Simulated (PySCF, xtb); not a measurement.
CH5FMoN2, SMILES [CH3][Mo]([F])(=[NH])=[NH], multiplicity 1.

Harmonic wavenumbers (cm⁻¹) from xtb with GFN2-xTB at its own minimum, in rising order: 51, 156, 183, 190, 194, 250, 426, 461, 525, 609, 622, 629, 672, 683, 957, 1016, 1254, 1434, 1459, 2843, 2887, 2965, 3389, 3396.

Q: What does PBE0-D3(BJ)/def2-SVP run with PySCF give at its own minimum? (The exact figures need the calculation; the answer reports its results.)

A: 160, 163, 216, 222, 235, 302, 398, 547, 608, 628, 628, 722, 755, 779, 1021, 1053, 1194, 1398, 1409, 3043, 3154, 3183, 3631, 3634. Paired by order, the mean absolute difference is 91 cm⁻¹ and the zero-point energies are 39.0 and 41.6 kcal/mol.
